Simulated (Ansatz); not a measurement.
Compare A (`CC[C](=O)[ZnH]`) with its isomer B (`[ZnH][CH2]C1CO1`).

Calculated with Ansatz (gas phase, PBE0-D4/def2-TZVP geometries, no zero-point term in ΔE). CBS: MP2 limit from def2 TZ/QZ plus the TZ coupled-cluster correction, frozen cores. DFT in def2-TZVPP. B3LYP here is the variant with VWN-RPA as its local correlation; programs differ in this. For Zn outer-core shells are correlated without core-valence functions, which leaves a few kJ/mol of doubt a bond. Scalar relativity is left out up to krypton. Each species was taken in one conformer, which may not be the lowest.

Task: Which isomer does CCSD(T)/CBS put lower? Give the gap. (Best estimate.)

Result: The calculation gave: A, by 75.5 kJ/mol.

Task: Give E(B) − E(A) in kJ/mol with PBE0-D4, r2SCAN-D4, B3LYP-D4, CCSD/def2-TZVPP, CCSD(T)/def2-TZVPP, B2PLYP, ωB97M-V. (Best estimate.)

Result: The calculation gave: PBE0-D4 69.4, r2SCAN-D4 74.0, B3LYP-D4 90.5, CCSD/def2-TZVPP 75.5, CCSD(T)/def2-TZVPP 74.9, B2PLYP 85.0, ωB97M-V 73.3. None reverses the order clearly.

Largest T1 diagnostic: 0.016.

From PBE to PBE0 (25 % exact exchange), in def2-TZVPP and without D4, E(B) − E(A) moves by −8.2 kJ/mol. In def2-TZVPP, CCSD(T) changes the Hartree–Fock value by −23.4 kJ/mol (the triples alone add −0.6 kJ/mol) and MP2 by −32.8 kJ/mol.
